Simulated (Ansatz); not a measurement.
Cartesian coordinates in Å:
```
N 1.3874 0.5792 1.3393
C 0.4443 0.4288 0.5831
C -0.6524 0.2353 -0.1091
F -1.3502 1.2823 -0.5922
Se -1.3128 -1.5003 -0.3696
H 2.3066 0.6349 0.9013
H -0.8229 -1.6602 -1.7527
```

The species carries charge 0 and has multiplicity 1.

List the PBE/def2-TZVPP orbital energies in eV (Ansatz 0.2.0). (An estimate is asked.)

Computed: Occupied: -12302.93, -1562.90, -1403.69, -1403.65, -1403.58, -660.60, -381.54, -271.88, -270.99, -205.90, -151.26, -151.15, -150.93, -54.37, -54.35, -54.18, -54.09, -54.07, -30.83, -23.79, -19.84, -17.48, -14.52, -13.66, -12.16, -11.41, -9.81, -9.41, -9.28, -8.60, -6.34, -5.68. Lowest empty: -2.35, -1.16, -0.35, -0.11, 0.59, 2.41, 3.45, 3.56.
